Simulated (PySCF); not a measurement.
Shifts of the heteroatoms

Atom-mapped SMILES (the numbers label the heavy atoms): `[CH2:1]=[C:2]([CH3:3])[SiH2:4][C@@H:5]([F:6])[O:7][CH:8]([F:9])[F:10]` (H(Xn): hydrogen on atom n). Ha(C1) is cis to C3; Ha(Si4) is pro-R; Hb(Si4) is pro-S; Hb(C1) is trans to C3.

- σ from GIAO-PBE0/pcSseg-1
- geometry: GFN2-xTB
- program: PySCF 2.14
- fast rotation and ring inversion assumed for equivalent nuclei, non-relativistic, single conformer, isolated molecule

(1) Where does ¹⁹F resonate?

(2) Predict the ²⁹Si NMR data.

(3) Where does ¹⁷O resonate?

## Answers

(1) 
```
atoms                environment  σ (ppm)  δ (ppm)
  F10    fluorine of a CF2 group    278.3    -90.5
   F9    fluorine of a CF2 group    281.9    -93.8
   F6  fluorine on an sp3 carbon    356.6   -161.2
```

Shieldings were converted by a linear fit to measured shifts: ¹⁹F: δ = 146.13 − 0.903σ +14.6 on sp3 carbon (rms 6.0 ppm, 223 shifts, 7.0 ppm with the 5 outliers that the fit left out vs CFCl3, solution or neat liquid). A few per cent of atoms miss by over 2 rms, more outside the fitted compound classes.

On a 300 MHz spectrometer ¹⁹F resonates near 282.3 MHz, so 1 ppm is 282.3 Hz.

(2) 
```
atoms                 environment  σ (ppm)  δ (ppm)
  Si4  silicon bonded to 2 C, 2 H    389.8    -40.4
```

Shieldings were converted by a linear fit to measured shifts: ²⁹Si (scatter 8.9 ppm rms, 25.8 ppm with the 6 outliers that the fit left out vs TMS, solution or neat liquid). Occasional misses reach two or three times the rms, and more in compound classes unlike the fitted ones.

On a 600 MHz spectrometer ²⁹Si resonates near 119.2 MHz, so 1 ppm is 119.2 Hz.

(3) 
| atoms | environment | σ (ppm) | δ (ppm) |
| --- | --- | --- | --- |
| O7 | ether oxygen | 175.8 | 106.5 |

Shieldings were converted by a linear fit to measured shifts: ¹⁷O (scatter 10.7 ppm rms, 12.2 ppm with the 3 outliers that the fit left out vs liquid water, solution or neat liquid). A few per cent of atoms miss by over 2 rms, more outside the fitted compound classes.

On a 600 MHz spectrometer ¹⁷O resonates near 81.3 MHz, so 1 ppm is 81.3 Hz.
